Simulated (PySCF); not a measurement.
**Electron correlation in O (oxygen, neutral)**

[He] 2s2 2p4, high-spin 3P determinant. Computed with PySCF 2.14 in ANO-RCC-VTZP (4s3p2d1f, 30 functions), with scalar relativity by spin-free X2C-1e. Frozen: 1s2; 6 electrons correlated.

| level | correlation energy (mhartree) |
| --- | --- |
| CCSD | -157.98 |
| (T) | -2.95 |
| CCSD(T) | -160.93 |
| CCSDT | -161.29 |

Diagnostics: T1 = 0.0088, D1 = 0.0150, largest double amplitude 0.034.

Cost of the coupled-cluster step: about 0.6 core-seconds, for 6 correlated electrons.
